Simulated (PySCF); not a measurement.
# Dipole response of Ta(2+) (tantalum, charge +2)

[Xe] 4f14 5d2 6s1, high-spin 4F determinant (an excited configuration). Calculation: PySCF 2.14, in aug-cc-pVTZ-PP with one added diffuse shell each of s, p, d, f, g type with ECP60MDF (7s7p6d4f3g, 113 functions); scalar relativity through the core potential. Coupled (time-dependent) response in atomic units; α is the mean over directions.

```
method  mean α (bohr³)  C₆ (like pair)  S(−4)
M06-2X           25.42           168.3  313.8
```

S(−4) is the Cauchy moment in α(ω) = α(0) + S(−4) ω² + …

Spin-orbit coupling is absent.

α(iu) at M06-2X:

```csv
u (hartree),α(iu) (bohr³)
0,25.42
0.0500,24.67
0.100,22.70
0.200,17.60
0.300,13.38
0.500,8.490
0.750,5.656
1.00,4.161
1.50,2.590
2.00,1.772
3.00,0.9668
5.00,0.4044
```

A single London oscillator, α(iu) = α/(1 + u²/ω²), gives C₆ = (3/4) ω α². Matching the computed C₆ needs ω = 4 × 168.3 / (3 × 25.42²) = 0.347 hartree.

For an ion, C₆ is the dispersion term alone; charge-induced terms of lower order in 1/R come first.

Energies and moments cover only the electrons outside the core potential. Spin-orbit coupling, absent here, splits the open shell strongly.
